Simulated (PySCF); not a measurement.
Computed shifts of a molecule C₂H₁₁NSi₂, PBE/pcSseg-1 in PySCF, GIAO, gas phase, equivalent atoms averaged, in ppm (number of nuclei): ²⁹Si: -19.7 (1), -43.7 (1). ¹⁵N: 15.9 (1). ¹³C: 36.9 (1), -1.8 (1). ¹H: 5.21 (2), 5.13 (3), 2.92 (3), 0.48 (3). References: ²⁹Si against TMS (σ = 335.4 ppm); ¹⁵N against NH3 (σ = 267.0 ppm); ¹³C against TMS (σ = 182.0 ppm); ¹H against TMS (σ = 31.49 ppm), references at their B3LYP-D3(BJ)/def2-TZVP geometries, non-relativistic. Geometry: PBE0-D3(BJ)/def2-SVP. Other conformers were not sampled.

Question: Identify the compound among the candidates.
A) C[SiH2]CN[SiH3]
B) C[SiH2]N(C)[SiH3]
C) C[C@H](N)[SiH2][SiH3]
D) C[SiH](C)N[SiH3]

Answer: B, C[SiH2]N(C)[SiH3]
